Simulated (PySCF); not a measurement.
F3GeH3Si. Atoms are numbered in the order given.

```xyz
8

F      1.3727    -0.7925    -1.0015
Ge     0.0000     0.0000    -0.3034
F      0.0000     1.5851    -1.0015
F     -1.3727    -0.7925    -1.0015
Si     0.0000     0.0000     2.0843
H      1.2289     0.7095     2.5229
H      0.0000    -1.4190     2.5229
H     -1.2289     0.7095     2.5229
```

Geometry optimised at B3LYP-D3(BJ)/def2-SVP. This is a generated structure with no PubChem entry under its InChIKey; it may be hypothetical.

The numbers are results of PBE/def2-TZVP (PySCF), not measurements.

Symmetry labels are those of the subgroup Cs that the program uses (full group C3v).

### Question
List the valence orbital energies around the gap with their symmetry. (Estimate from the structure and the level; the computed values follow.)

### Answer

```json
[
 {"orbital": "HOMO−7", "symmetry": "A\"", "energy (eV)": "-9.94"},
 {"orbital": "HOMO−6", "symmetry": "A'", "energy (eV)": "-9.94"},
 {"orbital": "HOMO−5", "symmetry": "A\"", "energy (eV)": "-9.74"},
 {"orbital": "HOMO−4", "symmetry": "A'", "energy (eV)": "-9.74"},
 {"orbital": "HOMO−3", "symmetry": "A\"", "energy (eV)": "-9.49"},
 {"orbital": "HOMO−2", "symmetry": "A'", "energy (eV)": "-9.49"},
 {"orbital": "HOMO−1", "symmetry": "A\"", "energy (eV)": "-9.35"},
 {"orbital": "HOMO", "symmetry": "A'", "energy (eV)": "-8.36"},
 {"orbital": "LUMO", "symmetry": "A'", "energy (eV)": "-1.84"},
 {"orbital": "LUMO+1", "symmetry": "A\"", "energy (eV)": "-1.56"},
 {"orbital": "LUMO+2", "symmetry": "A'", "energy (eV)": "-1.56"},
 {"orbital": "LUMO+3", "symmetry": "A'", "energy (eV)": "-0.50"}
]
```
